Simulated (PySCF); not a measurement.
## ScSi at ROHF-SCS-MP2

Computed with ROHF-SCS-MP2; basis Sc def2-TZVPP, Si def2-TZVPP; no relativity; PySCF 2.14.

| Item | Value |
| --- | --- |
| state | ⁴Σ⁻ (quartet), unpaired electrons σ ↑, π ↑↑ |
| bond length | 2.520 Å |
| harmonic wavenumber | 341 cm⁻¹ |
| force constant | 1.18 mdyn/Å |
| rotational constant Be | 0.1539 cm⁻¹ |
| anharmonicity ωexe | 2.16 cm⁻¹ |
| vibration–rotation constant αe | 0.00108 cm⁻¹ |

Correlated steps freeze 10 core orbitals. The state is the lowest single determinant that the PBE0 search found; with open d or f shells the true ground state can be another one.
